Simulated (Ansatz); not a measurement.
Isolated molecules relaxed with PBE0-D4/def2-TZVP in Ansatz; ΔE leaves out vibrations. CCSD(T)/CBS is the MP2 limit (def2-TZVPP, def2-QZVPP) plus CCSD(T) − MP2 in def2-TZVPP, frozen cores. This one scheme is used for every species. DFT in def2-TZVPP. One conformer a species, not always the lowest.

Consider the hydrogenolysis of a C–O bond: `FC[C@@H](F)[C@@H](F)OC(F)F` + H₂ → `FCC(F)CF` + `OC(F)F`.

```csv
species,BLYP energy (Eh)
`FC[C@@H](F)[C@@H](F)OC(F)F`,-730.06263
H₂,-1.16959
`FCC(F)CF`,-416.93772
`OC(F)F`,-314.32698
```

(1) Work out ΔE.

Largest T1 diagnostic among the species: 0.012.

Results:

(1) ΔE = (-416.93772) + (-314.32698) − (-730.06263) − (-1.16959) = -0.03248 Eh = -85.3 kJ/mol. CCSD(T)/CBS gives -74.5 kJ/mol.

The D4 term adds +10.6 kJ/mol with B3LYP and +6.2 kJ/mol with PBE0; it sums over pairs of atoms, weighted by their polarisabilities, and B3LYP, whose exchange is more repulsive, gets the larger term. In def2-TZVPP, CCSD(T) changes the Hartree–Fock value by +16.9 kJ/mol (the triples alone add +5.1 kJ/mol) and MP2 by +15.3 kJ/mol.

B3LYP here is the variant with VWN-RPA as its local correlation; programs differ in this.
